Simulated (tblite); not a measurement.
C7H7OS (doublet state).
Numbering: `[CH3:1][O:2][c:3]1[c:4][cH:5][cH:6][cH:7][c:8]1[SH:9]` (hydrogens: H10, H11, H12 on C1; H13 on C5; H14 on C6; H15 on C7; H16 on S9)
Bond orders are those of one Lewis drawing.

Computed with GFN2-xTB (tblite), gas phase: L-BFGS steps from a force-field or distance-geometry start until the largest atomic force falls under 0.01 eV/Å.

Step 3: E = -700.8871 eV
```
atom  x, y, z in Å  |  force x, y, z in eV/Å
C1     -2.0916    1.4957   -0.7507    0.048   0.048   0.005
O2     -1.6288    0.1707   -0.6144   -0.155  -0.078  -0.046
C3     -0.3609    0.0225   -0.1390   -0.025  -0.038  -0.020
C4      0.4817    1.0437    0.1995   -0.027   0.020   0.022
C5      1.7477    0.9078    0.6795    0.008  -0.018  -0.018
C6      2.2406   -0.3846    0.8289    0.030  -0.179   0.008
C7      1.4437   -1.4686    0.5035   -0.005   0.051   0.014
C8      0.1541   -1.2822    0.0265   -0.022  -0.086  -0.023
S9     -0.8291   -2.7065   -0.3766    0.134   0.034   0.053
H10    -1.4733    2.0533   -1.4607    0.068   0.023   0.069
H11    -2.1019    2.0097    0.2148    0.112   0.018   0.011
H12    -3.1100    1.4516   -1.1316   -0.008  -0.167  -0.018
H13     2.3603    1.7555    0.9367   -0.009   0.074  -0.010
H14     3.2424   -0.5438    1.1979    0.007   0.034   0.013
H15     1.8287   -2.4747    0.6275   -0.135   0.138  -0.057
H16    -1.9112   -2.0411   -0.7533   -0.022   0.125  -0.005
```

Step 4: E = -700.8902 eV
```
atom  x, y, z in Å  |  force x, y, z in eV/Å
C1     -2.0909    1.4966   -0.7507    0.000  -0.001   0.004
O2     -1.6313    0.1704   -0.6149   -0.086  -0.077  -0.027
C3     -0.3620    0.0206   -0.1399   -0.054   0.001  -0.023
C4      0.4818    1.0397    0.2004   -0.006   0.081   0.024
C5      1.7491    0.9068    0.6794   -0.054  -0.013  -0.033
C6      2.2405   -0.3863    0.8289    0.044  -0.072   0.015
C7      1.4433   -1.4668    0.5039   -0.068   0.011  -0.017
C8      0.1535   -1.2820    0.0260    0.014  -0.073  -0.006
S9     -0.8264   -2.7036   -0.3754    0.056  -0.023   0.022
H10    -1.4716    2.0536   -1.4585    0.073   0.031   0.038
H11    -2.0988    2.0098    0.2147    0.091   0.022   0.022
H12    -3.1102    1.4473   -1.1320    0.026  -0.125  -0.003
H13     2.3596    1.7562    0.9362   -0.009   0.063  -0.012
H14     3.2410   -0.5426    1.1976    0.062   0.007   0.033
H15     1.8256   -2.4717    0.6262   -0.100   0.064  -0.043
H16    -1.9108   -2.0389   -0.7531    0.010   0.105   0.006
```

Step 5: E = -700.8928 eV
```
atom  x, y, z in Å  |  force x, y, z in eV/Å
C1     -2.0906    1.4970   -0.7506   -0.001  -0.043   0.008
O2     -1.6350    0.1686   -0.6158    0.002  -0.040   0.001
C3     -0.3644    0.0186   -0.1413   -0.015   0.065   0.002
C4      0.4818    1.0375    0.2017   -0.077   0.046  -0.015
C5      1.7495    0.9052    0.6786   -0.035   0.034  -0.013
C6      2.2413   -0.3881    0.8292    0.017   0.008   0.006
C7      1.4414   -1.4653    0.5038   -0.024   0.029  -0.010
C8      0.1531   -1.2825    0.0253   -0.016   0.007  -0.011
S9     -0.8231   -2.7014   -0.3740   -0.055  -0.066  -0.021
H10    -1.4684    2.0546   -1.4558    0.053   0.013   0.021
H11    -2.0940    2.0104    0.2151    0.060   0.006   0.014
H12    -3.1096    1.4407   -1.1325    0.036  -0.065   0.006
H13     2.3585    1.7580    0.9355   -0.036   0.007  -0.025
H14     3.2412   -0.5415    1.1981    0.082  -0.017   0.038
H15     1.8206   -2.4679    0.6240   -0.051  -0.046  -0.023
H16    -1.9099   -2.0348   -0.7527    0.063   0.064   0.024
```

Q: Estimate the geometry and energy of step 6. (The exact step hangs on the optimiser's Hessian estimate; all steps are aligned on step 5, rigid shifts and turns removed.)

A: E = -700.8940 eV, largest force 0.100 eV/Å
```
atom  x, y, z in Å  |  force x, y, z in eV/Å
C1     -2.0903    1.4965   -0.7504    0.008  -0.047   0.007
O2     -1.6368    0.1671   -0.6163    0.043  -0.007   0.015
C3     -0.3655    0.0188   -0.1417   -0.027   0.030  -0.001
C4      0.4801    1.0375    0.2019   -0.021   0.039   0.000
C5      1.7492    0.9051    0.6781   -0.062   0.011  -0.019
C6      2.2419   -0.3891    0.8294    0.018   0.089   0.009
C7      1.4403   -1.4640    0.5036   -0.011  -0.010  -0.010
C8      0.1524   -1.2827    0.0248   -0.020   0.041  -0.009
S9     -0.8225   -2.7017   -0.3737   -0.079  -0.053  -0.030
H10    -1.4661    2.0552   -1.4542    0.032  -0.009   0.020
H11    -2.0908    2.0107    0.2155    0.040  -0.011   0.002
H12    -3.1088    1.4366   -1.1326    0.034  -0.032   0.009
H13     2.3574    1.7590    0.9348   -0.039  -0.004  -0.027
H14     3.2427   -0.5413    1.1991    0.048  -0.019   0.025
H15     1.8175   -2.4670    0.6226   -0.036  -0.064  -0.017
H16    -1.9084   -2.0318   -0.7521    0.073   0.045   0.027
```

The energy changes by -0.0012 eV. The first-order estimate −F·Δx gives -0.0016 eV and the mean of the old and new forces, exact on a quadratic surface, -0.0012 eV. The step makes an angle of 45° with the force vector and moves no atom by more than 0.004 Å.

The cost below is that of the whole relaxation. Time: 0.16 s. Hardware: one thread, Arm Neoverse V1 (aarch64), shared host.
